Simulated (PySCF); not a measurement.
A structure optimised at PBE0-D3(BJ)/def2-SVP, used in a PySCF frequency run:

```xyz
15

C     -0.9627    -1.4803    -1.5575
Si    -0.3462    -0.6788     0.0000
C     -0.9627    -1.4803     1.5575
Cl     1.7411    -0.7708     0.0000
O     -0.7564     0.9243     0.0000
Si    -0.0684     2.4387     0.0000
H     -0.6852    -2.5447    -1.5889
H     -0.5340    -0.9853    -2.4416
H     -2.0599    -1.4039    -1.6160
H     -0.5340    -0.9853     2.4416
H     -2.0599    -1.4039     1.6160
H     -0.6852    -2.5447     1.5889
H      0.7728     2.6345     1.2176
H     -1.1783     3.4327     0.0000
H      0.7728     2.6345    -1.2176
```
Charge 0, spin multiplicity 1.

Task: Write its SMILES, formula and point group.

Result: C[Si](C)(Cl)O[SiH3], C2H9ClOSi2, Cs

Task: What are its rotational constants (standard atomic weights)?

Result: 2.1303, 1.2738, 1.0828 GHz
